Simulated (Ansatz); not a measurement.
BClH4N2 (`NB(N)Cl`). The species carries charge 0 and has multiplicity 1. The geometry is a stationary point of PBE0-D4/def2-TZVP. It is one conformer, not always the lowest.

```xyz
8

N     0.895   -0.474   -0.768
B     0.021   -0.238    0.305
N    -0.924    0.799    0.351
Cl    0.119   -1.338    1.714
H     1.555   -1.229   -0.756
H     0.917    0.086   -1.601
H    -1.528    0.928    1.141
H    -1.055    1.465   -0.387
```

Question: What is the dipole moment at ωB97M-V/def2-TZVPP? (Estimate.)

Answer: The calculation gave: 2.79 D, with components (-0.15, 1.71, -2.20) D in this frame, pointing from negative to positive charge.

Question: And with PBE, r2SCAN, B3LYP? (An estimate is asked.)

Answer: The calculation gave: PBE 2.78 D, r2SCAN 2.84 D, B3LYP 2.79 D.

Question: Give the Mulliken charges with ωB97M-V, PBE, r2SCAN in def2-TZVPP. (An estimate is asked.)

Answer: Computed: 
| atom | ωB97M-V | PBE | r2SCAN |
| --- | --- | --- | --- |
| N1 | -0.26 | -0.30 | -0.37 |
| B2 | 0.23 | 0.19 | 0.31 |
| N3 | -0.26 | -0.30 | -0.37 |
| Cl4 | -0.22 | -0.24 | -0.26 |
| H5 | 0.14 | 0.17 | 0.18 |
| H6 | 0.11 | 0.15 | 0.16 |
| H7 | 0.14 | 0.17 | 0.18 |
| H8 | 0.11 | 0.15 | 0.16 |

B3LYP here is the variant with VWN-RPA as its local correlation; programs differ in this.
